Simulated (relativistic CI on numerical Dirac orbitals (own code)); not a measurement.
These numbers are calculated, not measured: Dirac-Coulomb-Breit CI, KLI orbitals optimised for each configuration, model QED (radiative potential, 1s self-energy scaled to tabulated hydrogen-like ionisation energies), valence Slater integrals scaled by 0.9, configuration energies shifted to the measured levels that pair with them (semi-empirical) (own radial code, finite nucleus).

Configurations in the expansion (outside the closed core 1s2): 2s2 2p5, 2s2 2p4 3s, 2s2 2p4 3d, 2s2 2p4 4s, 2s 2p6, 2s2 2p4 3p, 2p6 3s, 2p6 3p, 2s 2p5 3s, 2p6 3d, 2s2 2p4 4p, 2s 2p5 3p, 2s2 2p4 4d, 2s2 2p4 4f, 2s 2p5 3d, 2s2 2p3 3s2, 2s2 2p3 3s 3p, 2s2 2p3 3p2, 2s2 2p3 3s 3d, 2s 2p5 4s, 2s 2p5 4p, 2s2 2p3 3p 3d, 2s 2p5 4d, 2s 2p5 4f, 2s 2p4 3s2, 2s2 2p3 3d2, 2s 2p4 3s 3p, 2s 2p4 3p2, 2s 2p4 3s 3d. Levels of other configurations are missing.

Configurations whose levels could be paired with our table of measured levels were shifted onto them, all but the ground configuration, by the median error of their levels; single terms can still be off by 1,000 to 2,000 cm⁻¹ or more, and rates follow the energies as ν³ (E1, M1) or ν⁵ (E2). The others borrow a shift and can be off by several thousand cm⁻¹ or more. 13 of the 15 excited levels that our extract of the measured tables holds in this range could be paired (the sources list more); they are missed by 1236 cm⁻¹ on average and 8542 at most, after the shifts were fitted to these levels, and levels without a partner can miss by more.

Outline of the computed level scheme of P VII. Lowest level of each configuration: 2s2 2p5 2P°_3/2 at 0.000 eV; 2s 2p6 2S_1/2 at 58.278 eV; 2s2 2p4 3s 4P_5/2 at 156.321 eV; 2s2 2p4 3p 4P°_5/2 at 167.951 eV; 2s2 2p4 3d 4D_7/2 at 183.978 eV.

Some strong electric-dipole decays among the lowest 45 levels: 2s2 2p4 3s 2P_3/2 → 2s2 2p5 2P°_3/2 (1.2e+11 s⁻¹); 2s2 2p4 3s 2P_1/2 → 2s2 2p5 2P°_1/2 (8.7e+10 s⁻¹); 2s2 2p4 3s 2D_5/2 → 2s2 2p5 2P°_3/2 (5.1e+10 s⁻¹); 2s2 2p4 3s 2P_1/2 → 2s2 2p5 2P°_3/2 (5.0e+10 s⁻¹); 2s2 2p4 3s 2D_3/2 → 2s2 2p5 2P°_1/2 (4.8e+10 s⁻¹); 2s2 2p4 3s 2S_1/2 → 2s2 2p5 2P°_3/2 (3.1e+10 s⁻¹); 2s2 2p4 3s 2S_1/2 → 2s2 2p5 2P°_1/2 (2.2e+10 s⁻¹); 2s2 2p4 3d 4P_5/2 → 2s2 2p5 2P°_3/2 (1.9e+10 s⁻¹).
